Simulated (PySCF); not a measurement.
Al⁺ (aluminium, charge +1) across methods

[Ne] 3d2, high-spin 3F determinant (an excited configuration). Calculation: PySCF 2.14, in dyall-acv3z (19s12p6d4f, 113 functions); scalar relativity by spin-free X2C-1e.

```
 method  E (hartree)  mean ε 2p α (eV)  mean ε 2p β (eV)  mean ε 3d α (eV)  Σ⟨r²⟩ (bohr²)   ⟨S²⟩
    PBE    -241.5854           -86.654           -86.579            -6.455          35.69  2.000
wB97X-V    -241.6461           -93.452           -93.404            -8.226          36.40  2.000
   PBE0    -241.5937           -91.546           -91.478            -6.903          36.43  2.000
    LDA    -240.6432           -86.778           -86.703            -6.298          36.05  2.000
    UHF   -241.22953           -105.07           -105.03            -7.946          39.79  2.000
 r2SCAN    -241.6812           -88.523           -88.474            -6.352          36.38  2.000
  B3LYP    -241.7255           -90.618           -90.571            -6.779          35.89  2.000
```

Q: Estimate the same row for PW91.

A: E (hartree) = -241.7009; mean ε 2p α (eV) = -86.824; mean ε 2p β (eV) = -86.749; mean ε 3d α (eV) = -6.487; Σ⟨r²⟩ (bohr²) = 35.63; ⟨S²⟩ = 2.000.

The outer electron is Rydberg-like, and this basis confines it to a smaller radius and binds it less than a complete one would.
